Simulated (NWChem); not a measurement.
System: VNH2OF2; SMILES [NH]=[V]([OH])([F])[F]

NWChem input:

```
start job
memory heap 200 mb stack 900 mb global 1100 mb
geometry units angstroms noautosym nocenter noautoz
  V      0.024357     0.000046     0.034539
  N     -0.023809    -0.000053    -1.553633
  H      0.064082     0.000097    -2.569149
  F      0.850122    -1.414646     0.559662
  F      0.845053     1.417671     0.559691
  O     -1.608483    -0.002894     0.624819
  H     -2.384508    -0.004587     0.052751
end
basis spherical
  V library def2-tzvp
  N library def2-tzvp
  H library def2-tzvp
  F library def2-tzvp
  O library def2-tzvp
end
dft
  xc b3lyp
  iterations 150
  semidirect filesize 400000000
end
property
  efieldgrad
end
task dft property
```

Output (shortened):

```
             Northwest Computational Chemistry Package (NWChem) 7.3.0
             --------------------------------------------------------

                             Geometry "geometry" -> ""
                             -------------------------

 Output coordinates in angstroms (scale by  1.889725989 to convert to a.u.)

  No.       Tag          Charge          X              Y              Z
 ---- ---------------- ---------- -------------- -------------- --------------
    1 V                   23.0000     0.02435700     0.00004600     0.03453900
    2 N                    7.0000    -0.02380900    -0.00005300    -1.55363300
    3 H                    1.0000     0.06408200     0.00009700    -2.56914900
    4 F                    9.0000     0.85012200    -1.41464600     0.55966200
    5 F                    9.0000     0.84505300     1.41767100     0.55969100
    6 O                    8.0000    -1.60848300    -0.00289400     0.62481900
    7 H                    1.0000    -2.38450800    -0.00458700     0.05275100

 Effective nuclear repulsion energy (a.u.)     340.6058912311

                              NWChem Property Module
                              ----------------------

  itol2e modified to match energy
  convergence criterion.

                                 NWChem DFT Module
                                 -----------------

 Summary of "ao basis" -> "ao basis" (spherical)
 ------------------------------------------------------------------------------
       Tag                 Description            Shells   Functions and Types
 ---------------- ------------------------------  ------  ---------------------
 V                         def2-tzvp                15       45   6s4p4d1f
 N                         def2-tzvp                11       31   5s3p2d1f
 H                         def2-tzvp                 4        6   3s1p
 F                         def2-tzvp                11       31   5s3p2d1f
 O                         def2-tzvp                11       31   5s3p2d1f

  itol2e modified to match energy
  convergence criterion.

[...]

          -----------------------
          Electric field gradient
          -----------------------

 1 a.u. = 0.324123 10**(16) esu/cm**3  ( or statvolts/cm**2 ) = 0.97174 10**(22) v/m**2

 ------------------------------------------------------------
   Atom      X         Y         Z
 ------------------------------------------------------------
    1 V    0.04603   0.00009   0.06527
 ------------------------------------------------------------

 Electric field gradient in molecular frame (a.u.)
         XX             YY             ZZ             XY             XZ             YZ
 ------------------------------------------------------------------------------------------
       -0.067888      -0.163761       0.231649       0.000240      -0.021508      -0.000079

 Principal components (a.u.) and orientation
 of principal axis w.r.t. absolute frame                      Asymmetry parameter eta
 --------------------------------------------------------------------------------------
        0.233186      -0.163762      -0.069424                       0.404561

       -0.071257      -0.002489       0.997455
       -0.000241       0.999997       0.002478
        0.997458       0.000063       0.071258

 ------------------------------------------------------------
   Atom      X         Y         Z
 ------------------------------------------------------------
    2 N   -0.04499  -0.00010  -2.93594
 ------------------------------------------------------------

 Electric field gradient in molecular frame (a.u.)
         XX             YY             ZZ             XY             XZ             YZ
 ------------------------------------------------------------------------------------------
       -0.009332       0.111774      -0.102443      -0.000184      -0.000218       0.000001

 Principal components (a.u.) and orientation
 of principal axis w.r.t. absolute frame                      Asymmetry parameter eta
 --------------------------------------------------------------------------------------
        0.111775      -0.102443      -0.009331                       0.833031

       -0.001523       0.002336       0.999996
        0.999999      -0.000003       0.001523
        0.000007       0.999997      -0.002336

 ------------------------------------------------------------
   Atom      X         Y         Z
 ------------------------------------------------------------
    3 H    0.12110   0.00018  -4.85499
 ------------------------------------------------------------

 Electric field gradient in molecular frame (a.u.)
         XX             YY             ZZ             XY             XZ             YZ
 ------------------------------------------------------------------------------------------
        0.188466       0.196339      -0.384805      -0.000013       0.048032       0.000082

 Principal components (a.u.) and orientation
 of principal axis w.r.t. absolute frame                      Asymmetry parameter eta
 --------------------------------------------------------------------------------------
       -0.388802       0.196340       0.192462                       0.009972

       -0.082920      -0.001592       0.996555
       -0.000141       0.999999       0.001586
        0.996556       0.000009       0.082920

 ------------------------------------------------------------
   Atom      X         Y         Z
 ------------------------------------------------------------
    4 F    1.60650  -2.67329   1.05761
 ------------------------------------------------------------

[...]
```

Level: B3LYP/def2-TZVP. Geometry: optimised at PBE0/def2-SVP. NWChem prints the field gradient with the sign opposite to the second derivative of the potential.
